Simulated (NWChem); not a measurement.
# AlHBr2; SMILES [Br][AlH][Br]

```xyz
4

Al     0.0000     0.0000    -0.8765
H      0.0000     0.0000    -2.4459
Br    -1.9316     0.0000     0.2670
Br     1.9316     0.0000     0.2670
```
Atoms are numbered in this order, from 1.

Structure relaxed at the PBE0/def2-SVP level. B3LYP is NWChem's, with the RPA form of VWN correlation.

Spin-orbit effects, on the heavy nuclei and on their neighbours, are missing.

### Question
Give the principal values of the shielding tensors (ppm) of Al1, Br3 from B3LYP/6-31G* (spherical d), GIAO (NWChem), with their diamagnetic and paramagnetic parts as GIAO splits them.

### Answer
```tsv
atom	σ11	σ22	σ33	isotropic	diamagnetic	paramagnetic
Al1	408.0	408.8	418.4	411.7	797.3	-385.6
Br3	2219.2	2592.6	2833.6	2548.5	3122.0	-573.6
```
